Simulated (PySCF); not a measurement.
Te(GeH3)2, SMILES [GeH3][Te][GeH3] (H6Ge2Te), B3LYP/def2-SVP optimised geometry.

```
9

Te    -1.23     1.60     0.00
Ge    -0.26     2.18    -2.34
H     -0.74     3.61    -2.65
H      1.28     2.12    -2.32
H     -0.80     1.20    -3.40
Ge    -0.31    -0.83     0.00
H     -0.83    -1.48     1.29
H     -0.82    -1.60    -1.23
H      1.23    -0.83     0.00
```

Density from B3LYP/def2-TZVP, def2 effective core potentials past Kr in PySCF 2.14.0 at that geometry. The core electrons that the potentials of Te replace are not part of the density.

Minimum of the electron density along straight lines between bonded atoms, close to the bond critical point (lines longer than 1.1 times the sum of covalent radii, or with two minima, are not listed):

```json
[
 {"bond": "Te1–Ge2", "length / Å": "2.594", "ρ at the minimum / e bohr⁻³": "0.075", "∇²ρ there / e bohr⁻⁵": "-0.04", "position (fraction from the first atom)": "0.54"},
 {"bond": "Ge2–H3", "length / Å": "1.541", "ρ at the minimum / e bohr⁻³": "0.132", "∇²ρ there / e bohr⁻⁵": "0.06", "position (fraction from the first atom)": "0.59"},
 {"bond": "Ge2–H4", "length / Å": "1.543", "ρ at the minimum / e bohr⁻³": "0.132", "∇²ρ there / e bohr⁻⁵": "0.05", "position (fraction from the first atom)": "0.59"},
 {"bond": "Ge2–H5", "length / Å": "1.543", "ρ at the minimum / e bohr⁻³": "0.132", "∇²ρ there / e bohr⁻⁵": "0.05", "position (fraction from the first atom)": "0.59"},
 {"bond": "Te1–Ge6", "length / Å": "2.594", "ρ at the minimum / e bohr⁻³": "0.075", "∇²ρ there / e bohr⁻⁵": "-0.04", "position (fraction from the first atom)": "0.54"},
 {"bond": "Ge6–H7", "length / Å": "1.541", "ρ at the minimum / e bohr⁻³": "0.132", "∇²ρ there / e bohr⁻⁵": "0.06", "position (fraction from the first atom)": "0.59"},
 {"bond": "Ge6–H8", "length / Å": "1.543", "ρ at the minimum / e bohr⁻³": "0.132", "∇²ρ there / e bohr⁻⁵": "0.05", "position (fraction from the first atom)": "0.59"},
 {"bond": "Ge6–H9", "length / Å": "1.543", "ρ at the minimum / e bohr⁻³": "0.132", "∇²ρ there / e bohr⁻⁵": "0.05", "position (fraction from the first atom)": "0.59"}
]
```
